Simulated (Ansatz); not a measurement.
`F[BH][SnH2][SiH3]` + `CN[SiH3]` → `CNBF` + `[SiH3][SnH2][SiH3]` at 600 K and 1 bar (redistribution).

Isolated molecules relaxed with PBE0-D4/def2-TZVP in Ansatz; ΔE leaves out vibrations. CCSD(T)/CBS adds triple-zeta CCSD(T) − MP2 to the extrapolated MP2 energy (def2 sets, frozen cores). This one scheme is used for every species. Elements past krypton have def2 core potentials. For Sn outer-core shells are correlated without core-valence functions, which leaves a few kJ/mol of doubt a bond. One conformer a species, not always the lowest.

```
             species  CCSD(T)/CBS energy (Eh)  H − E (kJ/mol)  S (J/(mol·K))
 `F[BH][SnH2][SiH3]`               -631.31705           206.7          488.5
          `CN[SiH3]`               -386.04948           257.3          374.7
              `CNBF`               -220.44549           231.8          357.4
`[SiH3][SnH2][SiH3]`               -796.97679           235.3          484.7
```

H − E and S are ideal-gas, rigid-rotor, harmonic terms from PBE0-D4/def2-TZVP, for one conformer and one mirror image of each species. 1 Eh = 2625.50 kJ/mol, R = 8.31446 J/(mol·K).

Q: By hand: ΔE, ΔH, ΔS and ΔG.

A: ΔE = (-220.44549) + (-796.97679) − (-631.31705) − (-386.04948) = -0.05575 Eh = -146.4 kJ/mol. Δ(H − E) = 231.8 + 235.3 − 206.7 − 257.3 = 3.1, so ΔH = -143.3 kJ/mol. ΔS = 357.4 + 484.7 − 488.5 − 374.7 = -21.1 J/(mol·K). ΔG = -143.3 − 600 × (-21.1)/1000 = -130.6 kJ/mol.

Q: By hand: the equilibrium constant, and the temperature at which ΔG would vanish if ΔH and ΔS stayed fixed.

A: log₁₀ K = −ΔG/(RT ln 10) = 11.4. ΔG = 0 at ΔH/ΔS = 6791 K, far beyond where these terms or the molecules hold.

ΔH outweighs TΔS. A doubt of 5 kJ/mol in ΔE shifts log₁₀ K by 0.4 here. Other conformers and mirror images would add mixing entropy, several J/(mol·K) or more a flexible species. Modes under 60 cm⁻¹, often nearly free rotors, make the harmonic entropy too high. These are equilibria of isolated gas molecules and say nothing of rates. Largest T1 diagnostic: 0.014 (customary marks: 0.02 for closed shells, 0.045 for open ones).
